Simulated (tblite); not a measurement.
C₆H₅Cl, triplet, geometry from GFN2-xTB (a higher spin typed on purpose: for a closed-shell molecule this is an excited state); tblite with IPEA1-xTB.

tblite was given this input:
```
$ tblite run mol.xyz --method ipea1 --charge 0 --spin 2 --json tblite.json --no-restart

# file mol.xyz
12

Cl     1.83420093     0.13297747     0.85980151
C      0.69519421     0.06386758    -0.51905163
C     -0.15472342     1.24542738    -0.54799587
C     -1.46579958     1.11262529    -0.20666758
C     -2.03896329    -0.16252941    -0.03304804
C     -1.27092044    -1.32427420    -0.24550767
C      0.04373298    -1.23620462    -0.58754892
H      0.28836736     2.20789803    -0.74877237
H     -2.09914331     1.98670807    -0.14628794
H     -3.09818260    -0.25014280     0.14937375
H     -1.75718645    -2.28934981    -0.21444114
H      0.63360642    -2.10920265    -0.81757972
```

Task: Write the output that tblite gives for this input, abridged.

Result: 
```
xTB calculator
 | screened Coulomb repulsion
 | Coulomb electrostatics
 |  * isotropic Klopman-Ohno-Mataga-Nishimoto electrostatics
 |  * onsite third-order electrostatics
 | DFT-D3(BJ) dispersion correction

halogen bonding energy    0.0000000000000E+00 Eh
repulsion energy          3.7841691797312E-01 Eh
dispersion energy        -5.7334432697881E-03 Eh
number of electrons       3.6000000000000E+01 e
integral cutoff           4.0000000000000E+01 bohr

------------------------------------------------------------
  cycle        total energy    energy error   density error
------------------------------------------------------------
      1     -21.42952735271  -2.1802211E+01   5.4668478E-01
      2     -21.43315344574  -3.6260930E-03   3.3489227E-01
      3     -21.35350492834   7.9648517E-02   1.0417253E-01
      4     -21.43893382326  -8.5428895E-02   1.4011475E-02
      5     -21.44017941838  -1.2455951E-03   5.3157161E-03
      6     -21.44037904231  -1.9962393E-04   9.0608377E-04
      7     -21.44038245226  -3.4099543E-06   4.2890830E-04
      8     -21.44038348443  -1.0321650E-06   1.6576140E-04
      9     -21.44038349470  -1.0271620E-08   1.0712425E-04
     10     -21.44038354169  -4.6990110E-08   1.3499485E-05
------------------------------------------------------------

electronic energy        -2.1813067016392E+01 Eh
total energy             -2.1440383541689E+01 Eh

Post processing:
 | Mayer-Wiberg bond orders

[Info] JSON dump of results written to 'tblite.json'
```
